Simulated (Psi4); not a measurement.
GaN, triplet, at a GFN2-xTB geometry (such geometries of metal compounds can be far from the true shape), atoms displaced at random by about 0.08 Å a coordinate; R2SCAN/STO-3G, gradient (Psi4 1.11).

The Psi4 input:
```
memory 2 GB

molecule {
0 3
Ga    0.07495333   -0.03369585   -0.27126083
N     0.20741668   -0.01536407    1.53511421
symmetry c1
no_reorient
no_com
}

set {
  basis sto-3g
  reference uks
}

gradient('r2scan')
print_variables()
```

Write the output that Psi4 gives for this input, abridged.


```
gradient() will perform analytic gradient computation.

   => Loading Basis Set <=

    Name: STO-3G
    Role: ORBITAL
    Keyword: BASIS

         ---------------------------------------------------------
                                   SCF
               by Justin Turney, Rob Parrish, Andy Simmonett
                          and Daniel G. A. Smith
                              UKS Reference
         ---------------------------------------------------------

  ==> Geometry <==

    Molecular point group: c1
    Full point group: C1

    Geometry (in Angstrom), charge = 0, multiplicity = 3:

       Center              X                  Y                   Z               Mass
    ------------   -----------------  -----------------  -----------------  -----------------
         GA           0.074953330000    -0.033695850000    -0.271260830000    68.925573500000
         N            0.207416680000    -0.015364070000     1.535114210000    14.003074004430

  Running in c1 symmetry.

  Rotational constants: A =     20.58870  B =      0.43988  C =      0.43068 [cm^-1]
  Rotational constants: A = 617233.61416  B =  13187.19746  C =  12911.34652 [MHz]
  Nuclear repulsion =   63.396624056756636

  Charge       = 0
  Multiplicity = 3
  Electrons    = 38
  Nalpha       = 20
  Nbeta        = 18

  ==> Algorithm <==

  SCF Algorithm Type is DF.
  DIIS enabled.
  MOM disabled.
  Fractional occupation disabled.
  Guess Type is SAD.
  Energy threshold   = 1.00e-08
  Density threshold  = 1.00e-08
  Integral threshold = 1.00e-12

  ==> Primary Basis <==

  Basis Set: STO-3G
    Blend: STO-3G
    Number of shells: 11
    Number of basis functions: 23
    Number of Cartesian functions: 24
    Spherical Harmonics?: true
    Max angular momentum: 2

  ==> DFT Potential <==

   => LibXC <=

    Version 7.1.2
    S. Lehtola, C. Steigemann, M. J. T. Oliveira, and M. A. L. Marques,  SoftwareX 7, 1–5 (2018) (10.1016/j.softx.2017.11.002)

   => Composite Functional: R2SCAN <=

    r2SCAN Meta-GGA XC Functional  (0.1021/acs.jpclett.0c02405)
    J. W. Furness, A. D. Kaplan, J. Ning, J. P. Perdew, J. Sun  J. Phys. Chem. Lett.  11, 8208–8215, 2020

    Deriv               =              1
    GGA                 =           TRUE
    Meta                =           TRUE

    Exchange Hybrid     =          FALSE
    MP2 Hybrid          =          FALSE

   => Exchange Functionals <=

    1.0000   XC_MGGA_X_R2SCAN

   => Correlation Functionals <=

    1.0000   XC_MGGA_C_R2SCAN

[...]
   @DF-UKS iter  89: -1956.22606616562780   -1.98042e-10   5.33031e-08 DIIS
   @DF-UKS iter  90: -1956.22606616704957   -1.42177e-09   5.12735e-08 DIIS
   @DF-UKS iter  91: -1956.22606616870485   -1.65528e-09   5.41221e-08 DIIS
   @DF-UKS iter  92: -1956.22606617155157   -2.84672e-09   1.06240e-07 DIIS
   @DF-UKS iter  93: -1956.22606617253541   -9.83846e-10   7.75028e-08 DIIS
   @DF-UKS iter  94: -1956.22606617765086   -5.11545e-09   3.54483e-07 DIIS
   @DF-UKS iter  95: -1956.22606617506017    2.59070e-09   3.45620e-07 DIIS
   @DF-UKS iter  96: -1956.22606618250779   -7.44762e-09   4.72299e-07 DIIS
   @DF-UKS iter  97: -1956.22606619600697   -1.34992e-08   2.87356e-06 DIIS
   @DF-UKS iter  98: -1956.22606620429087   -8.28391e-09   2.85443e-06 DIIS
   @DF-UKS iter  99: -1956.22606619492649    9.36438e-09   8.60484e-06 DIIS
   @DF-UKS iter 100: -1956.22606620022202   -5.29553e-09   7.90681e-06 DIIS

PsiException: Could not converge SCF iterations in 100 iterations.

  Failed to converge.

Traceback (most recent call last):
  File "psi4", line 375, in <module>
  File "<string>", line 26, in <module>
  File "site-packages/psi4/driver/driver.py", line 646, in gradient
  File "site-packages/psi4/driver/procrouting/proc.py", line 96, in select_scf_gradient
  File "site-packages/psi4/driver/procrouting/proc.py", line 2860, in run_scf_gradient
  File "site-packages/psi4/driver/procrouting/proc.py", line 2760, in run_scf
  File "site-packages/psi4/driver/procrouting/proc.py", line 2047, in scf_helper
  File "site-packages/psi4/driver/procrouting/scf_proc/scf_iterator.py", line 93, in scf_compute_energy
  File "site-packages/psi4/driver/procrouting/scf_proc/scf_iterator.py", line 86, in scf_compute_energy
  File "site-packages/psi4/driver/procrouting/scf_proc/scf_iterator.py", line 609, in scf_iterate

psi4.driver.p4util.exceptions.SCFConvergenceError: Could not converge SCF iterations in 100 iterations.

Printing out the relevant lines from the Psithon --> Python processed input file:
    no_com
    """)
    core.IO.set_default_namespace("")
    core.set_global_option("BASIS", "sto-3g")
    core.set_global_option("REFERENCE", "uks")
--> gradient('r2scan')
    print_variables()

!-------------------------------------------------------!
!                                                       !
!  Could not converge SCF iterations in 100 iterations. !
!                                                       !
!-------------------------------------------------------!
```

The run did not converge; its last values are not results.
